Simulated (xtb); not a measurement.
B(H)(NCO)2 (C2HBN2O2), SMILES O=C=NBN=C=O. All values are semi-empirical tight-binding results from xtb (GFN2-xTB unless named), good for trends rather than for accurate numbers. Geometry: GFN2-xTB. The structure was generated by enumeration, and PubChem lists no compound with its InChIKey, so it may never have been made. Other conformers were not sampled.

Estimate the properties. (Estimate from the structure and the level; the computed values follow.)


```json
{
  "point_group_as_xtb_finds_it": "C2v",
  "orbital_gap": "4.28 eV",
  "dipole_moment": "1.44 D",
  "zero_point_energy": "24.8 kcal/mol",
  "G − E(el) at 298.15 K (modified RRHO)": "5.0 kcal/mol",
  "static polarisability (D4 model)": "52.8 bohr³",
  "solvation energy, GFN2-xTB/ALPB(water)": "-1.2 kcal/mol",
  "solvation energy, GFN2-xTB/ALPB(acetonitrile)": "-7.8 kcal/mol"
}
```

Computed IR lines (harmonic; lines under 4 % of the strongest left out, lines within 3 cm⁻¹ merged):
ν (cm⁻¹): 523 (w), 1122 (w), 1601 (w), 2472 (vs), 2552 (m) (against the strongest line: vs over 80 %, s over 45 %, m over 15 %, w over 4 %, vw less)
